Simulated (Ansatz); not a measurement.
`F[SiH2][SnH]1[CH2][S]1` and `[CH2]1[S][SnH2]1` differ in one atom or group.

Ansatz, PBE0-D4/def2-TZVP geometries, multiplicity 1. Each molecule was computed in one conformer, which needn't be the lowest.

Elements past krypton have def2 core potentials.

```csv
property,`F[SiH2][SnH]1[CH2][S]1`
size of the dipole moment (PBE/def2-TZVPP) / D,1.41
LUMO energy (B3LYP/def2-TZVPP) / eV,-1.84
LUMO energy (PBE0/def2-TZVPP) / eV,-1.66
"ideal-gas entropy at 298 K and 1 bar (rigid rotor, harmonic PBE0-D4/def2-TZVP) / J/(mol·K)",394
size of the dipole moment (ωB97M-V/def2-TZVPP) / D,1.64
LUMO energy (PBE/def2-TZVPP) / eV,-2.37
```

Q: What does the change do to each property? (Best estimate.)

A: Ansatz gave: 
```csv
property,`[CH2]1[S][SnH2]1`,shift
size of the dipole moment (PBE/def2-TZVPP) / D,2.43,1.02
LUMO energy (B3LYP/def2-TZVPP) / eV,-1.25,0.59
LUMO energy (PBE0/def2-TZVPP) / eV,-1.03,0.63
"ideal-gas entropy at 298 K and 1 bar (rigid rotor, harmonic PBE0-D4/def2-TZVP) / J/(mol·K)",303,-91
size of the dipole moment (ωB97M-V/def2-TZVPP) / D,2.68,1.04
LUMO energy (PBE/def2-TZVPP) / eV,-1.74,0.63
```

The zero-point energy changes by -36.0 kJ/mol with -9 modes. Dipoles are sizes alone; their direction can turn. Modes under 60 cm⁻¹, often nearly free rotors, make the harmonic entropy too high.

B3LYP here is the variant with VWN-RPA as its local correlation; programs differ in this.
